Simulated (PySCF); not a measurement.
C₄H₇FO₂, SMILES O[C@@H]1C[C@@H](O)C1F.

Geometry optimised at B3LYP-D3(BJ)/def2-SVP. The structure was generated by enumeration; whether it is a known compound was not checked. The values are those of a single conformer.

Two levels are set side by side: PBE/def2-TZVP (PySCF) and M06-2X/def2-TZVP (PySCF). Same geometry, gas phase. Differences are taken from unrounded values.

| quantity | M06-2X | PBE | PBE minus M06-2X |
|---|---|---|---|
| orbital gap (eV) | 10.69 | 6.01 | -4.68 |
| highest occupied level (eV) | -9.15 | -6.00 | 3.14 |
| lowest empty level (eV) | 1.54 | 0.01 | -1.53 |
| dipole moment (D) | 0.96 | 0.97 | 0.01 |
| mean polarisability (bohr³) | 53.1 | 56.1 | 2.9 |

Without exact exchange PBE keeps part of each electron's self-repulsion, which lifts occupied levels and narrows the gap. Loosely held outer electrons make PBE densities more polarisable. Differences between two approximate levels are no errors against the true value.

Rough cost on one machine, each run with all the roots and properties that it gave: M06-2X against PBE about 4 times.
